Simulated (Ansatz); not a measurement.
`[CH3][SbH][OH]` and `[OH][SbH][Br]` differ in one atom or group.

Ansatz, PBE0-D4/def2-TZVP geometries, multiplicity 1. Each molecule was computed in one conformer, which needn't be the lowest.

Elements past krypton have def2 core potentials. Scalar relativity is left out up to krypton.

| property | `[CH3][SbH][OH]` |
| --- | --- |
| size of the dipole moment (PBE/def2-TZVPP) / D | 1.39 |
| size of the dipole moment (ωB97M-V/def2-TZVPP) / D | 1.57 |
| LUMO energy (B3LYP/def2-TZVPP) / eV | -1.08 |
| HOMO energy (PBE/def2-TZVPP) / eV | -5.90 |
| HOMO–LUMO gap (B3LYP/def2-TZVPP) / eV | 5.74 |
| LUMO energy (ωB97M-V/def2-TZVPP) / eV | 0.84 |

Q: Give the same properties after the change, and the shifts. (Best estimate.)

A: Computed: 
```csv
property,`[OH][SbH][Br]`,shift
size of the dipole moment (PBE/def2-TZVPP) / D,2.61,1.22
size of the dipole moment (ωB97M-V/def2-TZVPP) / D,2.80,1.23
LUMO energy (B3LYP/def2-TZVPP) / eV,-1.77,-0.69
HOMO energy (PBE/def2-TZVPP) / eV,-6.38,-0.48
HOMO–LUMO gap (B3LYP/def2-TZVPP) / eV,5.56,-0.18
LUMO energy (ωB97M-V/def2-TZVPP) / eV,0.25,-0.59
```

With PBE0 the HOMO falls by 0.55 eV and the LUMO falls by 0.72 eV, so the gap narrows by about 0.17 eV. PBE moves the HOMO by -0.48 eV and ωB97M-V by -0.52 eV. The zero-point energy changes by -92.1 kJ/mol with -9 modes. Dipoles are sizes alone; their direction can turn.

B3LYP here is the variant with VWN-RPA as its local correlation; programs differ in this.

Spin–orbit coupling is left out; it splits and shifts lone-pair levels of the heavy atoms by tenths of an eV.
